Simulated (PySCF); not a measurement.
Field gradients from PBE0/pcSseg-1 densities (PySCF, non-relativistic) at GFN2-xTB geometries, isolated species, one conformer each; χzz is the principal value of largest magnitude, with Q(14N) = 0.02044 b, Q(35Cl) = −0.0817 b. GFN2-xTB bond lengths can be off by several hundredths of an ångström, more for odd bonds, and the gradients follow them. With a basis this small, the couplings can be 20 % off.

(1) Rank these 14N sites by the size of the quadrupole coupling, smallest first.
A. The pyrrole-type nitrogen of `FC(F)(F)Cc1ccc[nH]1`
B. The tertiary amine nitrogen of `CN(C)C/P=C/F`
C. N8 (pyridine-type nitrogen) in `[CH3:1][S:2][c:3]1[cH:4][cH:5][c:6]2[s:7][n:8][n:9][c:10]2[cH:11]1`
D. The nitrile nitrogen of `C=C(CC(F)F)[C@H](F)C#N`

(2) These 35Cl couplings (χzz in MHz, η) are listed in rising order: (-77.60, 0.03); (-74.30, 0.02); (-68.22, 0.02). Assign them to: the alkyl chlorine of `ClC[SiH2][C@@H]1C=C[SiH2]C1`; the alkyl chlorine of `[SiH3]C1=C[SiH2][C@H]1CCCl`; the vinyl chlorine of `C#CC(F)(F)/C([O-])=C\Cl`.

## Answers

(1) A (3.041 MHz), D (4.916 MHz), C (5.331 MHz), B (6.080 MHz).

(2) -77.60 MHz, η 0.03: the alkyl chlorine of `ClC[SiH2][C@@H]1C=C[SiH2]C1`; -74.30 MHz, η 0.02: the alkyl chlorine of `[SiH3]C1=C[SiH2][C@H]1CCCl`; -68.22 MHz, η 0.02: the vinyl chlorine of `C#CC(F)(F)/C([O-])=C\Cl`.

All sites together:

| nucleus | site | Vzz (au) | η | χzz (MHz) |
| --- | --- | --- | --- | --- |
| 14N | N8 (pyridine-type nitrogen) in [CH3:1][S:2][c:3]1[cH:4][cH:5][c:6]2[s:7][n:8][n:9][c:10]2[cH:11]1 | -1.110 | 0.25 | -5.331 |
| 14N | the pyrrole-type nitrogen of FC(F)(F)Cc1ccc[nH]1 | -0.633 | 0.11 | -3.041 |
| 14N | the nitrile nitrogen of C=C(CC(F)F)[C@H](F)C#N | -1.024 | 0.20 | -4.916 |
| 14N | the tertiary amine nitrogen of CN(C)C/P=C/F | -1.266 | 0.03 | -6.080 |
| 35Cl | the alkyl chlorine of ClC[SiH2][C@@H]1C=C[SiH2]C1 | 4.042 | 0.03 | -77.60 |
| 35Cl | the alkyl chlorine of [SiH3]C1=C[SiH2][C@H]1CCCl | 3.870 | 0.02 | -74.30 |
| 35Cl | the vinyl chlorine of C#CC(F)(F)/C([O-])=C\Cl | 3.554 | 0.02 | -68.22 |
